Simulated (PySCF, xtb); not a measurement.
Cl₅Ta, SMILES [Cl][Ta+]([Cl])([Cl])([Cl])[Cl] (connectivity only; charge and spin as stated), charge +1, multiplicity 2.

Harmonic wavenumbers (cm⁻¹) from GFN2-xTB in xtb 6.7.1 at its own minimum, in rising order: 30, 70, 89, 94, 116, 123, 153, 183, 268, 314, 332, 351.

Q: What does B3LYP-D3(BJ)/def2-SVP (PySCF 2.14.0) give at its own minimum? (Estimate from the structure and the level; the computed values follow.)

A: 12, 94, 115, 124, 139, 145, 215, 238, 353, 422, 438, 448. Paired by order, the mean absolute difference is 55 cm⁻¹ and the zero-point energies are 3.0 and 3.9 kcal/mol.
